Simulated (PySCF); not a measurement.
Compound: 2-furylmethylsulfide, C5H6OS.
Numbering: `[CH3:1][S:2][c:3]1[cH:4][cH:5][cH:6][o:7]1` (hydrogens: H8, H9, H10 on C1; H11 on C4; H12 on C5; H13 on C6)

A GFN2-xTB structure was refined with PySCF 2.14.0, PBE0-D3(BJ)/def2-SVP geometry optimisation, gas phase. Its GFN2-xTB values:

| coordinate | GFN2-xTB |
| --- | --- |
| C1–S2 | 1.817 Å |
| C1–H8 | 1.085 Å |
| S2–C3 | 1.748 Å |
| C3–C4 | 1.366 Å |
| C3–O7 | 1.346 Å |
| C4–C5 | 1.416 Å |
| C4–H11 | 1.069 Å |
| C5–C6 | 1.358 Å |
| C5–H12 | 1.070 Å |
| C6–O7 | 1.352 Å |
| C6–H13 | 1.071 Å |
| C1–S2–C3 | 99.7° |
| S2–C3–C4 | 129.9° |
| S2–C3–O7 | 119.2° |
| C3–C4–C5 | 105.5° |
| C3–O7–C6 | 106.7° |
| C4–C3–O7 | 110.9° |
| C4–C5–C6 | 106.4° |
| C5–C6–O7 | 110.6° |

**Question.** How do these coordinates change at the PBE0-D3(BJ)/def2-SVP level?

**Answer.** 
```csv
coordinate,PBE0-D3(BJ)/def2-SVP (Å or °),change
C4–H11,1.087,+0.018
C5–H12,1.088,+0.018
C6–H13,1.086,+0.015
C4–C5,1.431,+0.015
C1–H8,1.098,+0.013
C1–S2,1.804,-0.013
C6–O7,1.359,+0.007
C3–C4,1.369,+0.003
C5–C6,1.360,+0.002
C3–O7,1.348,+0.002
S2–C3,1.747,-0.001
C3–O7–C6,107.6,+0.9
S2–C3–C4,130.7,+0.8
C1–S2–C3,100.5,+0.8
C5–C6–O7,110.0,-0.6
C4–C3–O7,110.4,-0.5
S2–C3–O7,118.8,-0.4
C4–C5–C6,106.4,0.0
C3–C4–C5,105.6,+0.1
```

The energy falls by 0.93 kcal/mol over 7 energy and gradient evaluations, the largest force component goes from 0.0131 to 1.4e-04 Eh/bohr, and the atoms move by 0.024 Å rms after alignment. Among the bonds, C4–H11 and C5–H12 change most and about equally (+0.018 Å). Bonds longer at the end by more than 0.005 Å: 8 of 13; shorter: 1. Rotational constants go from 5761, 1631, 1282 to 5765, 1616, 1273 MHz.

The run used 132 basis functions and 47 SCF cycles in all. On Arm Neoverse V1, one thread (shared host), this took 49 s and 0.71 GiB of memory at its peak.

No frequency check. The numbers are those of one conformer.

The values belong to the conformer `[CH3:1][S:2][c:3]1[cH:4][cH:5][cH:6][o:7]1`: C1–S2–C3–C4 180°.
